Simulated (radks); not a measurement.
Values are calculated unless marked as measured or tabulated.
Task: Au1.5+, configuration [Xe] 4f14 5d8.5 6s1 (fractional occupations, a model configuration). Level of theory: scalar-relativistic Kohn-Sham, SCAN, spin-unpolarised, spherical densities, finite nucleus; meta-GGA in the generalised Kohn-Sham scheme; Fermi nuclear charge, rms radius 5.4371 fm (a radial shooting solver on a logarithmic mesh with Libxc functionals). Some entries of the table are withheld. Estimate them.

orbital  occ.  eigenvalue (eV)  r(max) (bohr)
1s          2        -80859.07        0.01042
2s          2              (1)            (2)
2p          6        -12372.80        0.04981
3s          2        -3404.769         0.1694
3p          6        -2839.336            (3)
3d         10        -2233.602         0.1378
4s          2              (4)         0.3828
4p          6              (5)         0.4027
4d         10        -349.0696         0.4103
5s          2        -128.9048         0.8463
4f         14              (6)         0.3760
5p          6         -79.4682         0.9530
5d        8.5         -23.9613          1.188
6s          1         -19.3270          2.122

Result: 
(1) 2s eigenvalue (eV): -14310.94
(2) 2s r(max) (bohr): 0.06013
(3) 3p r(max) (bohr): 0.1688
(4) 4s eigenvalue (eV): -759.9083
(5) 4p eigenvalue (eV): -573.6587
(6) 4f eigenvalue (eV): -100.7626
